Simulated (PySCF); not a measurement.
A side-by-side comparison of computed properties.

First species: C7H9FSSi.
SMILES: `C#CC1=CS[SiH2][C@@H](F)CC1`

Second species: C3H12O2Si2.
SMILES with atom numbers: `[CH3:1][CH2:2][CH2:3][O:4][SiH2:5][O:6][SiH3:7]` (hydrogens: H8, H9, H10 on C1; H11, H12 on C2; H13, H14 on C3; H15, H16 on Si5; H17, H18, H19 on Si7)

Levels: PBE0/pcSseg-1 for HOMO energy, LUMO energy and HOMO–LUMO gap. Geometries: GFN2-xTB. All species are isolated and taken at one optimised geometry, non-relativistic unless stated; the electronic structure was computed with PySCF and density fitting.

Dipoles, sizes and rotational constants follow the conformer. The torsions of the flexible species, by atom-mapped SMILES:
- `[CH3:1][CH2:2][CH2:3][O:4][SiH2:5][O:6][SiH3:7]`: C1–C2–C3–O4 65°, C2–C3–O4–Si5 -121°, C3–O4–Si5–O6 172°, O4–Si5–O6–Si7 14°

The conformers of `C#CC1=CS[SiH2][C@@H](F)CC1` aren't listed.

```json
{"property": "HOMO energy", "column X": "-7.96 eV", "column Y": "-6.85 eV"}
{"property": "LUMO energy", "column X": "0.48 eV", "column Y": "-1.29 eV"}
{"property": "HOMO–LUMO gap", "column X": "8.44 eV", "column Y": "5.56 eV"}
```

Question: Which column belongs to which species?

Answer: Column X is the second species and column Y the first. The first has 19 atoms and 90 electrons, the second 19 and 74.

Question: How does each property change from the first species to the second?

Answer: HOMO energy -1.11 eV; LUMO energy +1.77 eV; HOMO–LUMO gap +2.88 eV.

On the second:  GFN2-xTB frequencies show an imaginary mode (26i cm⁻¹), so this geometry is no minimum at that level.
